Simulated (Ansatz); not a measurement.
Process, species as SMILES: [O-][Si]([SiH3])([SiH3])[SiH3] → O[Si]([SiH2-])([SiH3])[SiH3]

Property: isomerisation energy (enthalpy at 298 K), in kcal/mol. Conventions: no spin-orbit coupling; no dispersion term unless named; LANL2DZ with its own core potentials from Na on; non-relativistic; valence correlation only; 6-311+G** with 5d, 6d on Na to Ar in Ansatz (a program for electronic structure); 6-31G* and kin with 6d, 5d where marked. CBS marks a two-point X^-3 extrapolation of the correlation energy; Hartree-Fock from the larger set. The bracket is a focal-point correction in the basis named. First-principles rows: single points at B3LYP-D3(BJ) geometries (Ansatz), with unscaled harmonic terms from B3LYP/6-31G* (Ansatz) at its own minima. Sets without +, aug- or the D of def2-TZVPD hold no diffuse functions, which anions need.

Coupled cluster (Ansatz) is a level with limits of its own, used here on species with T1 under 0.025 (0.045 for open shells) and stable references: RI-MP2/CBS(aug-cc-pV(T+d)Z,aug-cc-pV(Q+d)Z)+[CCSD(T)-MP2]/aug-cc-pV(T+d)Z.

Value to compare with, RI-MP2/CBS(aug-cc-pV(T+d)Z,aug-cc-pV(Q+d)Z)+[CCSD(T)-MP2]/aug-cc-pV(T+d)Z (Ansatz): 8.5 kcal/mol.

```
level             program  isomerisation energy (enthalpy at 298 K) (kcal/mol)  difference
----------------  -------  ---------------------------------------------------  ----------
B3LYP/STO-3G       Ansatz                                                  3.6        -4.9
B3LYP/3-21G        Ansatz                                                  0.5        -8.0
B3LYP/LANL2DZ      Ansatz                                                  0.6        -7.9
B3LYP/6-31G        Ansatz                                                 -3.9       -12.4
B3LYP/6-31G*       Ansatz                                                 10.4         1.9
B3LYP/6-31+G*      Ansatz                                                 10.8         2.3
B3LYP/6-31G**      Ansatz                                                  7.3        -1.2
B3LYP/def2-SVP     Ansatz                                                  4.3        -4.2
B3LYP/cc-pVDZ      Ansatz                                                  3.3        -5.2
B3LYP/6-311+G**    Ansatz                                                  7.2        -1.3
B3LYP/def2-TZVPD   Ansatz                                                 10.2         1.7
```

Among the 10 habitual levels, B3LYP/6-31G lies farthest from RI-MP2/CBS(aug-cc-pV(T+d)Z,aug-cc-pV(Q+d)Z)+[CCSD(T)-MP2]/aug-cc-pV(T+d)Z (Ansatz) (-12.4 kcal/mol); 2 of 10 lie above it, and their mean absolute difference is 4.9 kcal/mol, the median 4.6. One case shows no general order.

The sets are all those run for this method; left out are runs that failed, that the program found above a lower state of the same kind, or whose <S^2> lies over 0.5 above the pure value.
